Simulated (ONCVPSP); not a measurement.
**LDA (Perdew-Wang 92) ONCV dataset for Mn, fully relativistic all-electron reference.**

The input file (ONCVPSP 4.0.1):

```
# ATOM AND REFERENCE CONFIGURATION
# atsym  z   nc   nv     iexc    psfile
  Mn 25.00    3    4  -001012      upf
#
#   n    l    f
    1    0    2.00
    2    0    2.00
    2    1    6.00
    3    0    2.00
    3    1    6.00
    3    2    5.00
    4    0    2.00
#
# PSEUDOPOTENTIAL AND OPTIMIZATION
# lmax
    2
#
#   l,   rc,      ep,       ncon, nbas, qcut
    0    1.70    0.00    4    7    9.20
    1    1.30    0.00    3    6   12.80
    2    1.00    0.00    4    8    8.50
#
# LOCAL POTENTIAL
# lloc, lpopt,  rc(5),   dvloc0
    2    5    1.00    0.00
#
# VANDERBILT-KLEINMAN-BYLANDER PROJECTORs
# l, nproj, debl
    0    2    1.10
    1    2    2.90
    2    0    1.80
#
# MODEL CORE CHARGE
# icmod, fcfact, rcfact
    0    0.00    0.00
#
# LOG DERIVATIVE ANALYSIS
# epsh1, epsh2, depsh
   -5.00    5.00    0.04
#
# OUTPUT GRID
# rlmax, drl
    6.00    0.01
#
# TEST CONFIGURATIONS
# ncnf
    4
# nvcnf
#   n    l    f
    4
    3    0    2.00
    3    1    6.00
    3    2    5.00
    4    0    1.00
#
    4
    3    0    2.00
    3    1    6.00
    3    2    5.00
    4    0    0.00
#
    4
    3    0    2.00
    3    1    6.00
    3    2    4.00
    4    0    0.00
#
    4
    3    0    2.00
    3    1    5.00
    3    2    5.00
    4    0    2.00
#
```

Command:

```bash
oncvpspr.x < Mn.dat > Mn.out
```

Resulting log (shortened: citation, most of the input echo, consistency checks and plot data are left out):

```
ONCVPSP  (Optimized Norm-Conservinng Vanderbilt PSeudopotential)
relativistic version 4.0.1

#   n    l    f        energy (Ha)
    1    0    2.00    -2.3568421D+02
    2    0    2.00    -2.7268024D+01
    2    1    6.00    -2.3009656D+01    -2.3391967D+01
    3    0    2.00    -3.1380012D+00
    3    1    6.00    -1.9864674D+00    -2.0335434D+00
    3    2    5.00    -2.5584818D-01    -2.6021654D-01
    4    0    2.00    -1.9412213D-01

Reference configufation results
  iterations    29
  all-electron total energy (Ha)   -1.15616152D+03

Begin loop to  construct optimized pseudo wave functions
and semi-local pseudopoentials for all angular momenta

Calculating optimized projector #   1

 for l=   0

    Fraction of norm inside rc  0.983624
    Optimizing pswf for qcut=   9.21 a_B^-1,  ecut=  42.39 Ha
    Residual kinetic energy error=  1.61D-08 Ha

    Energy error per electron        Cutoff
         Ha          eV             Ha
         0.01000     0.27211        8.22
         0.00100     0.02721       18.90
         0.00010     0.00272       26.11
         0.00001     0.00027       31.48

Calculating optimized projector #   2

 for l=   0

    Fraction of norm inside rc  0.088345
    Optimizing pswf for qcut=   9.21 a_B^-1,  ecut=  42.39 Ha
    Residual kinetic energy error=  1.28D-08 Ha

    Energy error per electron        Cutoff
         Ha          eV             Ha
         0.01000     0.27211        6.18
         0.00100     0.02721       15.86
         0.00010     0.00272       25.18
         0.00001     0.00027       31.25

   Wellstate for l =  1  n =  5 kap= -2
     eigenvalue =   0.9135
     asymptotic potential =   1.4135
     half-point radius =  4.5248

Calculating optimized projector #   1

 for l=   1

    Fraction of norm inside rc  0.860784
    Optimizing pswf for qcut=  12.79 a_B^-1,  ecut=  81.80 Ha
    Residual kinetic energy error=  9.97D-09 Ha

    Energy error per electron        Cutoff
         Ha          eV             Ha
         0.01000     0.27211       23.19
         0.00100     0.02721       29.76
         0.00010     0.00272       35.12
         0.00001     0.00027       39.91

Calculating optimized projector #   2

 for l=   1

    Fraction of norm inside rc  0.039860
    Optimizing pswf for qcut=  12.79 a_B^-1,  ecut=  81.80 Ha
    Residual kinetic energy error=  1.38D-09 Ha

    Energy error per electron        Cutoff
         Ha          eV             Ha
         0.01000     0.27211       17.52
         0.00100     0.02721       24.69
         0.00010     0.00272       30.90
         0.00001     0.00027       36.56

   Wellstate for l =  1  n =  5 kap=  1
     eigenvalue =   0.8665

Calculating optimized projector #   1

 for l=   1

    Fraction of norm inside rc  0.866742
    Optimizing pswf for qcut=  12.79 a_B^-1,  ecut=  81.80 Ha
    Residual kinetic energy error=  8.96D-09 Ha

    Energy error per electron        Cutoff
         Ha          eV             Ha
         0.01000     0.27211       23.79
         0.00100     0.02721       30.60
         0.00010     0.00272       36.40
         0.00001     0.00027       41.21

Calculating optimized projector #   2

 for l=   1

    Fraction of norm inside rc  0.039894
    Optimizing pswf for qcut=  12.79 a_B^-1,  ecut=  81.80 Ha
    Residual kinetic energy error=  1.30D-09 Ha

    Energy error per electron        Cutoff
         Ha          eV             Ha
         0.01000     0.27211       17.92
         0.00100     0.02721       25.27
         0.00010     0.00272       31.75
         0.00001     0.00027       37.33

Calculating optimized projector #   1

 for l=   2

    Fraction of norm inside rc  0.467468
    Optimizing pswf for qcut=   8.49 a_B^-1,  ecut=  36.02 Ha
    Residual kinetic energy error=  9.51D-02 Ha

    Energy error per electron        Cutoff
         Ha          eV             Ha
         0.01000     0.27211      152.52
         0.00100     0.02721      233.53
         0.00010     0.00272      301.82
         0.00001     0.00027      419.83

Calculating optimized projector #   1

 for l=   2

    Fraction of norm inside rc  0.470807
    Optimizing pswf for qcut=   8.49 a_B^-1,  ecut=  36.02 Ha
    Residual kinetic energy error=  9.67D-02 Ha

    Energy error per electron        Cutoff
         Ha          eV             Ha
         0.01000     0.27211      167.33
         0.00100     0.02721      233.76
         0.00010     0.00272      302.39
         0.00001     0.00027      420.73

Construct Vanderbilt / Kleinmman-Bylander projectors

B matrix Hermiticity error, ll=  0  kap= -1
   1   2    2.5228D-04

  Orthonormal projector coefficients  1.9942E+01  1.6461E+01

B matrix Hermiticity error, ll=  1  kap= -2
   1   2   -2.5388D-04

  Orthonormal projector coefficients -1.0837E+01  9.8553E+00

B matrix Hermiticity error, ll=  1  kap=  1
   1   2   -2.5914D-04

  Orthonormal projector coefficients -1.0783E+01  9.8219E+00

 Orthonormal scalar projector coefficients, l =  1
 -1.0819E+01  9.8436E+00  3.3279E-04 -1.0675E-04

 Orthonormal spin-orbit projector coefficients, l =  1
 -1.4141E-01  1.3317E-01 -3.1138E-02  2.5809E-02

 Orthonormal scalar projector coefficients, l =  2

 Orthonormal spin-orbit projector coefficients, l =  2

Pseudoatom total energy -104.014993

Diagnostic tests using Vanderbilt-Kleinman-Bylander pseudopotentials
  relativistic with J = L +/- 1/2 projectors

   l  kap   rcore       rmatch      e in        delta e    norm test   slope test

   0  -1   1.7060722   1.7578722  -3.1380012   0.0000035   1.0001640   1.0001415
   0  -1   1.7060722   1.7578722  -0.1941221   0.0000015   1.0000207   1.0000152

   1  -2   1.3034317   1.3430067  -1.9864674  -0.0000172   1.0001670   1.0001846
   1   1   1.3034317   1.3430067  -2.0335434  -0.0000094   1.0001764   1.0001756
   1  -2   1.3034317   1.3430067   0.9135326   0.0000274   1.0002384   1.0002384
   1   1   1.3034317   1.3430067   0.9092875   0.0000337   1.0002343   1.0002343

   2  -3   1.0017910   1.0322075  -0.2558482  -0.0017306   0.9996435   0.9941766
   2   2   1.0017910   1.0322075  -0.2602165   0.0026378   1.0005425   1.0087225

Diagnostic tests using Vanderbilt-Kleinman-Bylander pseudopotentials
  relativistic with scalar and spin-orbit non-local projectors

   l  kap   rcore       rmatch      e in        delta e    norm test   slope test

   0  -1   1.7060722   1.7578722  -3.1380012   0.0000035   1.0001640   1.0001415
   0  -1   1.7060722   1.7578722  -0.1941221   0.0000015   1.0000207   1.0000152

   1  -2   1.3034317   1.3430067  -1.9864674  -0.0000605   1.0001811   1.0001809
   1   1   1.3034317   1.3430067  -2.0335434  -0.0000541   1.0001908   1.0001723
   1  -2   1.3034317   1.3430067   0.9135326  -0.0000603   1.0002361   1.0002361
   1   1   1.3034317   1.3430067   0.9092875  -0.0000541   1.0002313   1.0002313

   2  -3   1.0017910   1.0322075  -0.2558482  -0.0017306   0.9996435   0.9941766
   2   2   1.0017910   1.0322075  -0.2602165   0.0026378   1.0005425   1.0087225

Ghost test for J = L + 1/2

 Testing for bound ghosts
   n   l    E NL Schr. Eq   E Basis Diag.   E Cutoff

   1   0       -3.137998       -2.927968     65.65
   2   0       -0.194121       -0.130113     65.65

   2   1       -1.986485       -1.949109     91.45

 Testing for highly-localized positive-energy ghosts
       l    <radius>/rc     E Basis Diag.   E Cutoff

Ghost test for J = L - 1/2

 Testing for bound ghosts
   n   l    E NL Schr. Eq   E Basis Diag.   E Cutoff

   1   0       -3.137998       -2.927968     65.65
   2   0       -0.194121       -0.130113     65.65

   2   1       -2.033553       -1.994937     91.45

 Testing for highly-localized positive-energy ghosts
       l    <radius>/rc     E Basis Diag.   E Cutoff

Test configuration 0

   n   l kap    f        eae           eps        diff
   1   0  -1  2.0000 -235.68420738
   2   0  -1  2.0000  -27.26802445
   2   1  -2  4.0000  -23.00965567
   2   1   1  2.0000  -23.39196659
   3   0  -1  2.0000   -3.13800121   -3.13799772    3.49E-06
   3   1  -2  4.0000   -1.98646736   -1.98648455   -1.72E-05
   3   1   1  2.0000   -2.03354336   -2.03355274   -9.38E-06
   3   2  -3  3.0000   -0.25584818   -0.25757876   -1.73E-03
   3   2   2  2.0000   -0.26021654   -0.25757876    2.64E-03
   4   0  -1  2.0000   -0.19412213   -0.19412058    1.55E-06

    Total energies and differences
      AE_ref= -1.15616152E+03  AE_tst= -1.15616152E+03  dif=  0.00E+00
      PS_ref= -1.04014993E+02  PS_tst= -1.04014993E+02  dif= -1.99E-13
      PSP excitation error=  1.99E-13

Test configuration 1

   n   l kap    f        eae           eps        diff
   1   0  -1  2.0000 -235.99195598
   2   0  -1  2.0000  -27.56904413
   2   1  -2  4.0000  -23.31124314
   2   1   1  2.0000  -23.69360562
   3   0  -1  2.0000   -3.44311264   -3.44308568    2.70E-05
   3   1  -2  4.0000   -2.29190494   -2.29191983   -1.49E-05
   3   1   1  2.0000   -2.33891111   -2.33893784   -2.67E-05
   3   2  -3  3.0000   -0.55734823   -0.55926450   -1.92E-03
   3   2   2  2.0000   -0.56180065   -0.55926450    2.54E-03
   4   0  -1  1.0000   -0.44696233   -0.44692490    3.74E-05

    Total energies and differences
      AE_ref= -1.15616152E+03  AE_tst= -1.15584376E+03  dif=  3.18E-01
      PS_ref= -1.04014993E+02  PS_tst= -1.03697250E+02  dif=  3.18E-01
      PSP excitation error=  1.80E-05

Test configuration 2

   n   l kap    f        eae           eps        diff
   1   0  -1  2.0000 -236.35069998
   2   0  -1  2.0000  -27.91747469
   2   1  -2  4.0000  -23.66053756
   2   1   1  2.0000  -24.04298015
   3   0  -1  2.0000   -3.79597820   -3.79619816   -2.20E-04
   3   1  -2  4.0000   -2.64480491   -2.64496689   -1.62E-04
   3   1   1  2.0000   -2.69176728   -2.69197345   -2.06E-04
   3   2  -3  3.0000   -0.90297894   -0.90526848   -2.29E-03
   3   2   2  2.0000   -0.90755544   -0.90526848    2.29E-03
   4   0  -1  0.0000   -0.71941832   -0.71941832    0.00E+00

    Total energies and differences
      AE_ref= -1.15616152E+03  AE_tst= -1.15526055E+03  dif=  9.01E-01
      PS_ref= -1.04014993E+02  PS_tst= -1.03114106E+02  dif=  9.01E-01
      PSP excitation error=  8.36E-05

Test configuration 3

   n   l kap    f        eae           eps        diff
   1   0  -1  2.0000 -237.04287651
   2   0  -1  2.0000  -28.63403222
   2   1  -2  4.0000  -24.37485654
   2   1   1  2.0000  -24.75712797
   3   0  -1  2.0000   -4.46096840   -4.46641280   -5.44E-03
   3   1  -2  4.0000   -3.29991589   -3.30223853   -2.32E-03
   3   1   1  2.0000   -3.34835895   -3.35070521   -2.35E-03
   3   2  -3  2.4000   -1.52267877   -1.52512044   -2.44E-03
   3   2   2  1.6000   -1.52791648   -1.52512044    2.80E-03
   4   0  -1  0.0000   -1.10847783   -1.10847783    0.00E+00

    Total energies and differences
      AE_ref= -1.15616152E+03  AE_tst= -1.15405462E+03  dif=  2.11E+00
      PS_ref= -1.04014993E+02  PS_tst= -1.01907575E+02  dif=  2.11E+00
      PSP excitation error= -5.14E-04

Test configuration 4

   n   l kap    f        eae           eps        diff
   1   0  -1  2.0000 -236.41583649
   2   0  -1  2.0000  -27.91391677
   2   1  -2  4.0000  -23.66562963
   2   1   1  2.0000  -24.04877895
   3   0  -1  2.0000   -3.71343794   -3.72098212   -7.54E-03
   3   1  -2  3.3333   -2.55304253   -2.55470465   -1.66E-03
   3   1   1  1.6667   -2.60162150   -2.60334560   -1.72E-03
   3   2  -3  3.0000   -0.78208962   -0.78597285   -3.88E-03
   3   2   2  2.0000   -0.78719406   -0.78597285    1.22E-03
   4   0  -1  2.0000   -0.51135223   -0.51154633   -1.94E-04

    Total energies and differences
      AE_ref= -1.15616152E+03  AE_tst= -1.15388644E+03  dif=  2.28E+00
      PS_ref= -1.04014993E+02  PS_tst= -1.01739232E+02  dif=  2.28E+00
      PSP excitation error= -6.78E-04
```

The run took about 4 s on one core of a shared server CPU.
